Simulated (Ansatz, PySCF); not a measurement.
This Ansatz (a program for electronic structure) input computes a r2SCAN/def2-TZVPD energy:

Ansatz 0.2 input:
```yaml
crystal:
  periodic: [false, false, false]
  atoms:
    - {symbol: Si, position_ang: [0.00008830, -1.00702553, 0.02776018]}
    - {symbol: Br, position_ang: [-1.82833575, 0.25490886, 0.05090631]}
    - {symbol: Br, position_ang: [1.82829130, 0.25203762, -0.06488106]}
    - {symbol: H, position_ang: [0.03890208, -1.78867663, 1.27290334]}
    - {symbol: H, position_ang: [-0.03858251, -1.85609273, -1.17242975]}
basis:
  gaussian:
    orbitals: def2-TZVPD
hamiltonian:
  xc: {name: r2SCAN}
output: {forces: true}
```

### Question
Write an input for the same energy in PySCF and say what it gives.

### Answer

```python
from pyscf import gto, scf, dft

mol = gto.M(
    atom='''
    Si    0.00008830   -1.00702553    0.02776018
    Br   -1.82833575    0.25490886    0.05090631
    Br    1.82829130    0.25203762   -0.06488106
    H     0.03890208   -1.78867663    1.27290334
    H    -0.03858251   -1.85609273   -1.17242975
    ''',
    basis='def2-tzvpd',
    charge=0,
    spin=0,
    verbose=4,
)

mf = dft.RKS(mol, xc='r2scan').density_fit(auxbasis='def2-universal-jkfit')
mf.grids.level = 4
mf.conv_tol = 1e-9
mf.max_cycle = 100
mf.max_memory = 1500
mf.kernel()
if not mf.converged:
    mf = mf.newton()
    mf.kernel(mf.make_rdm1())
mf.analyze()
```
It gives -5439.05095 Eh, and Ansatz -5439.05082 Eh, a difference of 0.13 mEh, from the treatment of integrals and grids.
